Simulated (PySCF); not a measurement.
H₄Si₂, singlet, geometry from GFN2-xTB, with bond 4-3 at 1.6 times its length. Base run: HF/6-31G run with PySCF.

Input for PySCF:
```python
from pyscf import gto, scf

mol = gto.M(
    atom='''
Si   -0.288906    0.946481    0.771451
H     0.382608    2.122327    0.129654
Si    0.207329   -0.807678   -0.597427
H     1.469707   -0.893479   -2.587084
H    -1.091687   -1.388386   -0.989240
H     0.854851   -1.815878    0.264216
''',
    basis='6-31g',
    charge=0,
    spin=0,
    verbose=4,
)

mf = scf.RHF(mol)
mf.kernel()
```

Variants of this job, named by their change:

| change | ΔE vs base (µEh) | SCF cycles |
|---|---|---|
| base | 0.0 | 9 |
| level_shift = 0.3 (with mf.max_cycle = 100) | 0.0 | 14 |
| diis = off; damp = 0.3 (with mf.diis_start_cycle = 200; with mf.max_cycle = 150) | 0.0 | 18 |
| diis = off; damp = 0.6 (with mf.diis_start_cycle = 200; with mf.max_cycle = 150) | 0.0 | 32 |
| conv_tol = 1e-7 | 0.0 | 8 |
| init_guess = huckel | 0.0 | 9 |
| conv_tol = 1e-6 | 0.0 | 7 |
| init_guess = sap | 0.0 | 9 |
| damp = 0.5; diis_start_cycle = 5 | 0.0 | 11 |
| diis = off (with mf.max_cycle = 100) | 0.0 | 13 |
| init_guess = atom | 0.0 | 9 |
| level_shift = 0.5 (with mf.max_cycle = 100) | 0.0 | 18 |
| conv_tol_grad = 1e-7 | 0.0 | 11 |
